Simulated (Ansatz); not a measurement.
Consider the redistribution: `N[SiH2][CH2][GaH2]` + `[SiH3]O[SiH3]` → `N[SiH2]O[SiH3]` + `[SiH3][CH2][GaH2]`.

Computed with Ansatz on PBE0-D4/def2-TZVP structures; ΔE is electronic, products minus reactants. CCSD(T)/CBS adds triple-zeta CCSD(T) − MP2 to the extrapolated MP2 energy (def2 sets, frozen cores). DFT in def2-TZVPP. HSE06 is defined as in plane-wave codes. For Ga outer-core shells are correlated without core-valence functions, which leaves a few kJ/mol of doubt a bond. Scalar relativity is left out up to krypton. Each species was taken in one conformer, which may not be the lowest.

| level | ΔE (kJ/mol) | difference from CCSD(T)/CBS |
| --- | --- | --- |
| PBE-D4 | -21.2 | -2.2 |
| BLYP-D4 | -19.8 | -0.8 |
| B97M-V | -20.3 | -1.3 |
| HSE06-D4 | -20.5 | -1.5 |
| B2PLYP | -19.5 | -0.5 |
| PBE-QIDH | -19.8 | -0.8 |
| BLYP | -20.3 | -1.3 |
| r2SCAN0 | -20.6 | -1.6 |
| HSE06 | -20.8 | -1.8 |
| LC-ωPBE | -20.5 | -1.5 |
| CCSD/def2-TZVPP | -19.0 | 0.0 |
| HF/def2-QZVPP | -17.8 | 1.2 |
| MP2/def2-QZVPP | -18.3 | 0.7 |
| HF/CBS(def2) | -17.8 | 1.2 |
| MP2/CBS(def2) | -18.2 | 0.8 |
| CCSD/CBS(def2) | -18.7 | 0.3 |
| CCSD(T)/CBS | -19.0 | 0 |

Largest T1 diagnostic among the species: 0.012.

Leaving LDA and LC-ωPBE aside and taking each functional with its dispersion term where it has one, the values, not all of them listed here, spread over 2.1 kJ/mol, from PBE-D4 to BHLYP-D4.

CCSD(T)/CBS has its own doubt, a few kJ/mol and more with outer-core shells, so smaller differences from it don't rank the levels.
